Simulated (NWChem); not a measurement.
System: Hg

Excerpt of the output:

```
             Northwest Computational Chemistry Package (NWChem) 7.3.0
             --------------------------------------------------------

                             Geometry "geometry" -> ""
                             -------------------------

 Output coordinates in angstroms (scale by  1.889725989 to convert to a.u.)

  No.       Tag          Charge          X              Y              Z
 ---- ---------------- ---------- -------------- -------------- --------------
    1 Hg                  80.0000     0.00000000     0.00000000     0.00000000

 Effective nuclear repulsion energy (a.u.)       0.0000000000

                                 NWChem DFT Module
                                 -----------------

 Summary of "ao basis" -> "ao basis" (spherical)
 ------------------------------------------------------------------------------
       Tag                 Description            Shells   Functions and Types
 ---------------- ------------------------------  ------  ---------------------
 Hg                        def2-tzvpd               16       46   6s6p3d1f

            General Information
            -------------------
          SCF calculation type: DFT
          Wavefunction type:  closed shell.
          No. of atoms     :     1
          No. of electrons :    20
           Alpha electrons :    10
            Beta electrons :    10
          Charge           :     0
          Spin multiplicity:     1
          Use of symmetry is: off; symmetry adaption is: off
          Maximum number of iterations: 150
          AO basis - number of functions:    46
                     number of shells:    16
          Convergence on energy requested:  1.00D-06
          Convergence on density requested:  1.00D-05
          Convergence on gradient requested:  5.00D-04

              XC Information
              --------------
                         PBE0 Method XC Functional
                     Hartree-Fock (Exact) Exchange  0.250
          PerdewBurkeErnzerhof Exchange Functional  0.750
            Perdew 1991 LDA Correlation Functional  1.000 local
           PerdewBurkeErnz. Correlation Functional  1.000 non-local

             Grid Information
             ----------------
          Grid used for XC integration:  medium
          Radial quadrature: Mura-Knowles
          Angular quadrature: Lebedev.
          Tag              B.-S. Rad. Rad. Pts. Rad. Cut. Ang. Pts.
          ---              ---------- --------- --------- ---------
          Hg                  1.50      123           8.0       590
          Grid pruning is: on
          Number of quadrature shells:   123
          Spatial weights used:  Erf1

      Superposition of Atomic Density Guess
      -------------------------------------

 Sum of atomic energies:        -174.14146868

      Non-variational initial energy
      ------------------------------

 Total energy =    -152.554328
 1-e energy   =    -270.137805
 2-e energy   =     117.583477
 HOMO         =      -0.326825
 LUMO         =       0.043157

     ---------------------------------------------
      Total Density - Mulliken Population Analysis
     ---------------------------------------------

    Atom       Charge   Shell Charges
 -----------   ------   -------------------------------------------------------
    1 Hg  20    20.00   0.03 -0.53  1.66  0.85  0.99  0.99  2.38  2.95  0.66  0.01  0.00 -0.00  6.63  2.82  0.55  0.00

   convergence    iter        energy       DeltaE   RMS-Dens  Diis-err
 ---------------- ----- ----------------- --------- --------- ---------
 d= 0,ls=0.0,diis     1   -153.5058707716 -1.54D+02  1.23D-02  1.01D-01
 d= 0,ls=0.0,diis     2   -153.5146030036 -8.73D-03  3.05D-03  2.98D-03
 d= 0,ls=0.0,diis     3   -153.5146181578 -1.52D-05  8.35D-04  3.09D-03
 d= 0,ls=0.0,diis     4   -153.5148534037 -2.35D-04  6.52D-05  7.12D-07
 d= 0,ls=0.0,diis     5   -153.5148535276 -1.24D-07  2.63D-06  1.40D-08

         Total DFT energy =     -153.514853527591
      One electron energy =     -270.129824016721
           Coulomb energy =      130.528852490045
    Exchange-Corr. energy =      -13.913882000916
 Nuclear repulsion energy =        0.000000000000

 Numeric. integr. density =       20.000000000027

                       DFT Final Molecular Orbital Analysis
                       ------------------------------------

 Vector    8  Occ=2.000000D+00  E=-4.314152D-01
              MO Center= -6.6D-15,  1.4D-14,  2.8D-15, r^2= 7.4D-01
   Bfn.  Coefficient  Atom+Function         Bfn.  Coefficient  Atom+Function
  ----- ------------  ---------------      ----- ------------  ---------------
    28      0.534948  1 Hg d  1              25      0.365451  1 Hg d -2
    33      0.258242  1 Hg d  1              30      0.176418  1 Hg d -2
    26     -0.164063  1 Hg d -1              29      0.134039  1 Hg d  2
    27     -0.132898  1 Hg d  0              38      0.095697  1 Hg d  1
    31     -0.079200  1 Hg d -1              35      0.065375  1 Hg d -2

 Vector    9  Occ=2.000000D+00  E=-4.314152D-01
              MO Center=  2.7D-15, -1.4D-14,  4.7D-15, r^2= 7.4D-01
   Bfn.  Coefficient  Atom+Function         Bfn.  Coefficient  Atom+Function
  ----- ------------  ---------------      ----- ------------  ---------------
    26      0.576365  1 Hg d -1              25      0.373806  1 Hg d -2
    31      0.278236  1 Hg d -1              30      0.180452  1 Hg d -2
    36      0.103106  1 Hg d -1              28     -0.079620  1 Hg d  1
    35      0.066870  1 Hg d -2              29      0.046540  1 Hg d  2
    27      0.042838  1 Hg d  0              33     -0.038436  1 Hg d  1

[...]

                         DFT ENERGY GRADIENTS

    atom               coordinates                        gradient
                 x          y          z           x          y          z
   1 Hg      0.000000   0.000000   0.000000   -0.000000   0.000000  -0.000000
```

Level: PBE0/def2-TZVPD with def2 effective core potentials on Hg. def2 effective core potentials on Hg; no spin-orbit coupling.

### Question
Write an input that gives this output.

### Answer
Several could match; the one computed here: the input that was run:
```
start job
memory heap 200 mb stack 900 mb global 1100 mb
geometry units angstroms noautoz
  Hg     0.000000     0.000000     0.000000
end
basis spherical
  * library def2-tzvpd
end
ecp
  Hg library def2-ecp
end
dft
  xc pbe0
  iterations 150
  mulliken
end
task dft gradient
```
